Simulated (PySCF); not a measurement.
C₆H₈, SMILES C(#CC)C1CC1. Heavy atoms are numbered as in [CH3:1][C:2]#[C:3][CH:4]1[CH2:5][CH2:6]1. Hydrogens are named by the atom that carries them.

Coordinates come from a B3LYP-D3(BJ)/def2-SVP optimisation.

The numbers are results of PySCF with HF/pcSseg-1, not measurements.

GIAO shieldings, no solvent; atoms alike by connectivity are averaged. δ = σ(ref) − σ: ¹³C against TMS (σ = 192.6 ppm); ¹H against TMS (σ = 31.99 ppm), references at their B3LYP-D3(BJ)/def2-TZVP geometries, non-relativistic.

```csv
atoms,nucleus,count,δ (ppm)
C3,¹³C,1,90.9
C2,¹³C,1,78.2
C5 (CH2),¹³C,2,(withheld)
C1 (CH3),¹³C,1,(withheld)
C4 (CH),¹³C,1,-2.9
H on C1,¹H,3,2.14
H on C4,¹H,1,(withheld)
H on C5,¹H,4,(withheld)
```

**Question.** Some entries are withheld; supply them. (Estimate from the structure and the level; the computed values follow.)

**Answer.** 
- H on C5, δ (ppm): 0.88
- H on C4, δ (ppm): 1.12
- C1 (CH3), δ (ppm): 5.5
- C5 (CH2), δ (ppm): 9.0
